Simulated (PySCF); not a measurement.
Ga(All)(H)2 (C3H7Ga), SMILES C=C[CH2][GaH2]. Coordinates come from a PBE-D3(BJ)/def2-SVP optimisation. The structure was generated by enumeration; whether it is a known compound was not checked. One conformer was computed; it need not be the lowest.

Give the equilibrium geometry at PBE-D3(BJ)/def2-SVP (PySCF confirms it by a frequency run) as Cartesian coordinates in Å. (The exact figures need the calculation; the answer reports its results.)

This is not unique; one that fits is 
```xyz
11

Ga     0.4715     0.2705     0.6620
C     -0.9628    -1.0898     0.1348
C     -1.0709    -0.1633    -1.0038
C     -0.1134     0.0312    -1.9694
H     -1.8662    -1.1888     0.7567
H     -0.4636    -2.0536    -0.0692
H     -1.8979     0.5704    -0.9627
H      0.7264    -0.6710    -2.0982
H     -0.2085     0.8444    -2.7035
H      1.9312    -0.2339     0.3728
H      0.0439     1.6792     1.2119
```
Charge 0, spin multiplicity 1.
